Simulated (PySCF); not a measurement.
r2SCAN0 on B- (boron, charge -1), [He] 2s2 2p2, high-spin 3P determinant. All numbers are calculated (PySCF 2.14, the spin-free X2C one-electron Hamiltonian (Gaussian nucleus), in dyall-acv3z (15s9p4d2f, 76 functions)).

```
cycle= 1 E= -24.66444620398  delta_E= -0.00344  |g|= 0.0118  |ddm|= 0.0814
cycle= 2 E= -24.664632450256  delta_E= -0.000186  |g|= 0.00553  |ddm|= 0.04
cycle= 3 E= -24.6646545855848  delta_E= -2.21e-05  |g|= 0.00433  |ddm|= 0.0137
cycle= 4 E= -24.6646808435452  delta_E= -2.63e-05  |g|= 0.000231  |ddm|= 0.0119
cycle= 5 E= -24.6646810428352  delta_E= -1.99e-07  |g|= 5.11e-05  |ddm|= 0.00191
cycle= 6 E= -24.6646810513175  delta_E= -8.48e-09  |g|= 8.81e-06  |ddm|= 0.000393
cycle= 7 E= -24.6646810515173  delta_E= -2e-10  |g|= 2.96e-06  |ddm|= 4.57e-05
converged SCF energy = -24.6646810515173  <S^2> = 2.007005  2S+1 = 3.0046664
```

Highest occupied orbital energy: 0.994 eV; ⟨L²⟩ = 2.02; populations by l: s 4.00, p 2.00, d 0.00, f 0.00.

Can this result be used?

With care. The calculation finished and met its thresholds. At r2SCAN0 the highest occupied level has a positive energy, so only the finite basis holds that electron; in a semilocal or global hybrid functional this comes from self-interaction and does not mean that the real anion is unbound.
